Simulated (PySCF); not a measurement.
SrF2, SMILES [F][Sr][F]. Geometry optimised at PBE-D3(BJ)/def2-TZVP. The isomer is the one that the SMILES or the coordinates give; other isomers of the formula were not compared. The def2 effective core potentials stand for the cores of Sr; spin–orbit coupling is left out.

Problem. Give the equilibrium geometry at PBE-D3(BJ)/def2-TZVP (PySCF confirms it by a frequency run) as a Z-matrix, and its point group. (An estimate is asked for; the answer gives what the named calculation found.)

Solution. point group C2v.
```
Sr
F 1 2.1304
F 1 2.1304 2 125.70
```
